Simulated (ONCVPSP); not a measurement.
**Pseudopotential generation for platinum: ONCV, PBE, scalar-relativistic.**

Pt (Z = 78), optimised norm-conserving Vanderbilt (ONCV), made with ONCVPSP 4.0.1 (PBE, scalar-relativistic). Core [Kr] 4d10 4f14, reference 5s2 5p6 5d9 6s1. Waves: 5s+6s: rc 1.40 bohr, ncon 3, nbas 6, qcut 8.7 1/bohr, 2 projectors; 5p: rc 1.45 bohr, ncon 5, nbas 10, qcut 8.1 1/bohr, 2 projectors, debl 2.4 Ha; 5d: rc 2.15 bohr, ncon 5, nbas 10, qcut 7.8 1/bohr, 2 projectors, debl 3.6 Ha. Local part: polynomial inside 1.40 bohr (lpopt 5, dvloc0 0 Ha). Core correction: none.

All-electron outer shells of the reference configuration (PBE, scalar-relativistic, ld1.x):

```tsv
shell	level (eV)	outermost node (bohr)	outermost maximum (bohr)
5s	-101.82	0.49	0.87
4f	-70.08	–	0.38
5p	-56.02	0.53	0.98
5d	-6.14	0.57	1.26
6s	-5.66	1.14	2.38
```

Q: Estimate the cutoffs (Ha) at which the residual kinetic energy of the hardest occupied pseudo-wave falls to 1 and 0.1 mHa per electron.

A: 29 Ha and 65 Ha.

Q: What does a ghost test show?

A: No bound ghost flagged; GHOST(+) flags only above 600 eV.

Q: Tests: 5s2 5p6 5d9 6s0; 5s2 5p6 5d8 6s0; 5s2 5p6 5d7 6s0; 5s2 5p6 5d9 6s0.5. Which has the largest error in its energy relative to the reference configuration, and how large is it?

A: 5s2 5p6 5d7 6s0, with -11 meV (all-electron minus pseudo) on +61.38 eV.
